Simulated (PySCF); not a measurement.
Isomers of C3H12N2OSi2, one GFN2-xTB conformer each. Single-point energies are computed at PBE0/pcSseg-1 (PySCF, gas phase, no added dispersion term), electronic only.

```json
{"SMILES": "CC(=O)N(C)[SiH2]N[SiH3]", "GFN2-xTB relative energy (kJ/mol)": "0.0"}
{"SMILES": "C=NCC[Si@@H](N)O[SiH3]", "GFN2-xTB relative energy (kJ/mol)": "21.0"}
{"SMILES": "NCCC(=O)[Si@H](N)[SiH3]", "GFN2-xTB relative energy (kJ/mol)": "355.5"}
```

Conformers: `[CH3:1][C:2](=[O:3])[N:4]([CH3:5])[SiH2:6][NH:7][SiH3:8]` with C1–C2–N4–C5 -1°, C2–N4–Si6–N7 -69°, N4–Si6–N7–Si8 -167°; `[CH2:1]=[N:2][CH2:3][CH2:4][Si@@H:5]([NH2:6])[O:7][SiH3:8]` with C1–N2–C3–C4 121°, N2–C3–C4–Si5 175°, C3–C4–Si5–N6 -166°, C4–Si5–N6–H 167° and -54°, C4–Si5–O7–Si8 -55°; `[NH2:1][CH2:2][CH2:3][C:4](=[O:5])[Si@H:6]([NH2:7])[SiH3:8]` with H–N1–C2–C3 61° and -58°, N1–C2–C3–C4 -175°, C2–C3–C4–O5 18°, C3–C4–Si6–N7 -155°, C4–Si6–N7–H -77° and 58°.

Problem. What does PBE0/pcSseg-1 give for the same structures?

Solution. 
```json
{"SMILES": "CC(=O)N(C)[SiH2]N[SiH3]", "PBE0/pcSseg-1 E (Eh)": "-884.67840", "PBE0/pcSseg-1 (kJ/mol)": "0.0", "GFN2-xTB (kJ/mol)": "0.0", "point group": "C1"}
{"SMILES": "C=NCC[Si@@H](N)O[SiH3]", "PBE0/pcSseg-1 E (Eh)": "-884.67675", "PBE0/pcSseg-1 (kJ/mol)": "4.3", "GFN2-xTB (kJ/mol)": "21.0", "point group": "C1"}
{"SMILES": "NCCC(=O)[Si@H](N)[SiH3]", "PBE0/pcSseg-1 E (Eh)": "-884.60390", "PBE0/pcSseg-1 (kJ/mol)": "195.6", "GFN2-xTB (kJ/mol)": "355.5", "point group": "C1"}
```

Both levels put the same isomer lowest; measured from each level's own lowest isomer, the values differ by up to 159.9 kJ/mol (NCCC(=O)[Si@H](N)[SiH3]: 355.5 against 195.6). As drawn, the lowest has a C(=O)–N unit, which the highest lacks; the highest has an Si–Si bond and an Si–C bond, which the lowest lacks. Neighbours under 10 kJ/mol apart (CC(=O)N(C)[SiH2]N[SiH3] and C=NCC[Si@@H](N)O[SiH3]) can change places with a better method, another conformer or zero-point energy.

Problem. Which frontier levels, dipoles and rotational constants go with these structures?

Solution. 
```tsv
SMILES	HOMO (eV, PBE0/pcSseg-1)	LUMO (eV)	dipole (D)	A, B, C (MHz)
CC(=O)N(C)[SiH2]N[SiH3]	-7.24	0.17	3.37	2946, 731.6, 646.2
C=NCC[Si@@H](N)O[SiH3]	-7.14	-0.09	1.60	1931, 719.4, 561.8
NCCC(=O)[Si@H](N)[SiH3]	-6.22	-1.17	2.25	2124, 660.0, 564.9
```

Problem. As an exercise, what shares would exp(−E/RT) give at 1000 K from these electronic energies alone (no entropy, no degeneracies)?

Solution. RT = 8.314 kJ/mol: CC(=O)N(C)[SiH2]N[SiH3] 62.8 %, C=NCC[Si@@H](N)O[SiH3] 37.2 %, NCCC(=O)[Si@H](N)[SiH3] under 0.1 %.
